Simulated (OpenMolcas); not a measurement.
## 5d5 along the 73-electron sequence

```json
{
  "Program": "OpenMolcas",
  "Method": "SS-RASPT2, IPEA 0.25 Eh, imaginary shift 0.1 Eh",
  "Basis": "ANO-R2",
  "Scalar Hamiltonian": "X2C, finite nucleus",
  "Spin-orbit coupling": "state interaction with AMFI integrals over the reference wave functions, term energies averaged over their components"
}
```

Active space for each ion: 11 electrons in 8 orbitals (RAS1 5p, at most 2 holes; RAS2 5d); closed shells correlated by CASPT2: 5s.

Computed levels in cm-1 above 6S 5/2:

```json
{"Level": "4G 7/2", "Os3+": "21650", "Ir4+": "23940", "Pt5+": "25960", "Au6+": "27920"}
{"Level": "4G 11/2", "Os3+": "22720", "Ir4+": "25280", "Pt5+": "27610", "Au6+": "29890"}
{"Level": "4G 9/2", "Os3+": "23450", "Ir4+": "26290", "Pt5+": "28940", "Au6+": "31570"}
{"Level": "4P 1/2", "Os3+": "25040", "Ir4+": "28170", "Pt5+": "31010", "Au6+": "33820"}
{"Level": "4D 7/2", "Os3+": "27640", "Ir4+": "31410", "Pt5+": "35010", "Au6+": "38600"}
{"Level": "4D 1/2", "Os3+": "31230", "Ir4+": "35890", "Pt5+": "40470", "Au6+": "45170"}
{"Level": "2I 11/2", "Os3+": "32980", "Ir4+": "37020", "Pt5+": "40930", "Au6+": "45030"}
{"Level": "2I 13/2", "Os3+": "35950", "Ir4+": "40640", "Pt5+": "45220", "Au6+": "49960"}
{"Level": "2H 9/2", "Os3+": "41670", "Ir4+": "47110", "Pt5+": "52300", "Au6+": "57600"}
{"Level": "weight of 6S in the lowest level (%)", "Os3+": "88", "Ir4+": "85", "Pt5+": "81", "Au6+": "77"}
```

Mixed levels, with the weight of the term that names them: Os3+ 4G 7/2 (68 %), Os3+ 4P 1/2 (60 %), Os3+ 4D 7/2 (70 %), Os3+ 4D 1/2 (64 %), Os3+ 2H 9/2 (52 %), Ir4+ 4G 7/2 (64 %), Ir4+ 4P 1/2 (60 %), Ir4+ 4D 7/2 (66 %), Ir4+ 4D 1/2 (65 %), Ir4+ 2I 11/2 (73 %), Ir4+ 2H 9/2 (52 %), Pt5+ 4G 7/2 (60 %), Pt5+ 4G 11/2 (75 %), Pt5+ 4P 1/2 (59 %), Pt5+ 4D 7/2 (60 %), Pt5+ 4D 1/2 (66 %), Pt5+ 2I 11/2 (71 %), Pt5+ 2H 9/2 (52 %), Au6+ 4G 7/2 (57 %), Au6+ 4G 11/2 (71 %), Au6+ 4P 1/2 (59 %), Au6+ 4D 7/2 (53 %), Au6+ 4D 1/2 (67 %), Au6+ 2I 11/2 (68 %), Au6+ 2H 9/2 (52 %).

4G 7/2 changes by a factor of 1.29 over the same range, with steps per unit of Z of +2290, +2020, +1960 cm-1.

CASPT2 does not keep the components of a term degenerate, so their means are used; among the terms shown or strongly mixed into the levels shown the widest spread is 170 cm-1 (5d5 2F(1), Ir4+). Active for correlation alone: 5p; no level in the range computed is led by a configuration that opens it, so any true level of that kind is missing. Only configurations of the active space appear.

A number in round brackets counts repeated terms of one configuration in the order of the reference energies.
